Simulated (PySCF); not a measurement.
Bonds: Cu1-N2 1.936 Å, Cu1-O6 1.775 Å. N2 carries H3, H4, H5; O6 carries H7.

Geometry: PBE0-D3(BJ)/def2-SVP; GIAO shifts from PySCF, gas phase, non-relativistic, averaged over equivalent atoms.

At PBE/pcSseg-1 (pcSseg-2 on Cu) (127 basis functions, 11 s wall time on 1 thread of an Arm Neoverse V1, shared host):
| atoms | δ (ppm) |
| --- | --- |
| N2 | 10.0 |
| H3/H4/H5 | 1.55 |
| H7 | -2.43 |
| O6 | -59.7 |

Referencing at the same level of theory: NH3 for ¹⁵N (σ = 265.06 ppm); ¹H (σ = 31.20 ppm) against TMS; H2O for ¹⁷O (σ = 334.63 ppm).

**Question.** Estimate the result of repeating the calculation with B3LYP/pcSseg-1 (pcSseg-2 on Cu).

**Answer.** 
```tsv
atoms	δ at B3LYP/pcSseg-1 (pcSseg-2 on Cu)	change
N2	4.9	-5.1
H3/H4/H5	1.48	-0.07
H7	-2.45	-0.02
O6	-73.3	-13.6
```

Scale: ¹⁵N (σ = 263.54 ppm) vs NH3; ¹H (σ = 31.38 ppm) vs TMS; ¹⁷O (σ = 334.04 ppm) against H2O (reference shieldings calculated alike).

The largest change is at O6 (oxygen bonded to Cu, H). Cost: 127 basis functions, 10 s wall time on 1 thread of an Arm Neoverse V1, shared host.

Experimental scales use liquid or dissolved standards, which lie at an offset from isolated NH3 (liquid NH3: subtract about 20 ppm) and H2O (liquid H2O: subtract about 36 ppm).
